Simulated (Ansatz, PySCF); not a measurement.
Reaction (SMILES): Br[SiH2]Br [dibromosilane] + [SiH4] (SiH4) -> 2 [SiH3]Br [bromosilane]
Geometries: B3LYP-D3(BJ)/def2-TZVP minima from Ansatz (a quantum-chemistry and plane-wave program). Frequencies are from Ansatz or PySCF.

Property: bond separation energy (0 K, with B3LYP-D3(BJ) harmonic zero-point energies), in kcal/mol. Valence correlation only, unless marked. Spin-orbit coupling is left out. Frozen are the shells of the preceding noble gas and the d and f shells that filled before the atom's block. Non-relativistic. CBS marks a two-point X^-3 extrapolation of the correlation energy; Hartree-Fock from the larger set.

```json
[
 {"level": "HF/def2-TZVPPD", "program": "Ansatz", "bond separation energy (kcal/mol)": "-0.8"},
 {"level": "PBE-D3(BJ)/def2-TZVPD", "program": "Ansatz + dftd3", "bond separation energy (kcal/mol)": "1.7"},
 {"level": "revPBE-D3(BJ)/def2-TZVPD", "program": "Ansatz + dftd3", "bond separation energy (kcal/mol)": "1.7"},
 {"level": "PBE0/6-31G*", "program": "Ansatz", "bond separation energy (kcal/mol)": "0.8"}
]
```

Question: What does CCSD(T)/CBS(def2-TZVPPD,def2-QZVPPD) (Ansatz) give?

Answer: 1.0 kcal/mol
